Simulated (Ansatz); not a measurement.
`N#[C][In]([Cl])[Cl]` + `OC(F)[SiH3]` → `[Cl][InH][Cl]` + `N#COC(F)[SiH3]`  (redistribution)

Computed with Ansatz on PBE0-D4/def2-TZVP structures; ΔE is electronic, products minus reactants. CCSD(T)/CBS is the MP2 limit (def2-TZVPP, def2-QZVPP) plus CCSD(T) − MP2 in def2-TZVPP, frozen cores. DFT in def2-TZVPP. B3LYP here is the variant with VWN-RPA as its local correlation; programs differ in this. Elements past krypton have def2 core potentials. For In outer-core shells are correlated without core-valence functions, which leaves a few kJ/mol of doubt a bond. Each species was taken in one conformer, which may not be the lowest.

Is it downhill or uphill in electronic energy at CCSD(T)/CBS, and by how much? (An estimate is asked.)

Computed: Uphill: ΔE = +1.22 eV.

What do these levels give: r2SCAN-D4, B3LYP-D4, ωB97X-V, B2PLYP, r2SCAN, PBE0, MP2/def2-TZVPP, SCS-MP2/def2-TZVPP, HF/def2-QZVPP, MP2/def2-QZVPP, SCS-MP2/def2-QZVPP, HF/CBS(def2)? (Estimate.)

Ansatz gave: r2SCAN-D4 0.96, B3LYP-D4 0.99, ωB97X-V 1.06, B2PLYP 1.10, r2SCAN 0.96, PBE0 0.98, MP2/def2-TZVPP 1.25, SCS-MP2/def2-TZVPP 1.24, HF/def2-QZVPP 1.14, MP2/def2-QZVPP 1.26, SCS-MP2/def2-QZVPP 1.25, HF/CBS(def2) 1.14 eV.

Largest T1 diagnostic among the species: 0.014.

In def2-TZVPP, CCSD(T) changes the Hartree–Fock value by +0.07 eV (the triples alone add −0.00 eV) and MP2 by +0.11 eV. From PBE to PBE0 (25 % exact exchange), in def2-TZVPP and without D4, ΔE moves by +0.06 eV.
